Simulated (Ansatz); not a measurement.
`C[SiH]1SB1N` → `[CH2]` (triplet) + `NB1[SiH2]S1`  (formal loss of a carbene)

Gas-phase electronic energies from Ansatz, PBE0-D4/def2-TZVP geometries. CCSD(T)/CBS adds triple-zeta CCSD(T) − MP2 to the extrapolated MP2 energy (def2 sets, frozen cores). This one scheme is used for every species. DFT in def2-TZVPP. B3LYP here is the variant with VWN-RPA as its local correlation; programs differ in this. Triplets are unrestricted, without spin–orbit coupling. Each species was taken in one conformer, which may not be the lowest.

```tsv
level	ΔE (kJ/mol)	difference from CCSD(T)/CBS
LDA (SPW92)	551.1	70.5
PBE-D4	486.8	6.2
BLYP	457.8	-22.8
r2SCAN	457.9	-22.7
B3LYP	461.9	-18.7
r2SCAN0	453.6	-27.0
MP2/def2-TZVPP	483.8	3.2
CCSD/def2-TZVPP	456.2	-24.4
HF/CBS(def2)	329.2	-151.4
CCSD/CBS(def2)	468.9	-11.7
CCSD(T)/CBS	480.6	0
```

Largest T1 diagnostic among the species: 0.014.

The D4 term adds +10.5 kJ/mol with B3LYP and +5.8 kJ/mol with PBE0; it sums over pairs of atoms, weighted by their polarisabilities, and B3LYP, whose exchange is more repulsive, gets the larger term. At CCSD(T), def2-SVP lies −30.6 kJ/mol from the extrapolated value and def2-TZVPP −12.7 kJ/mol.
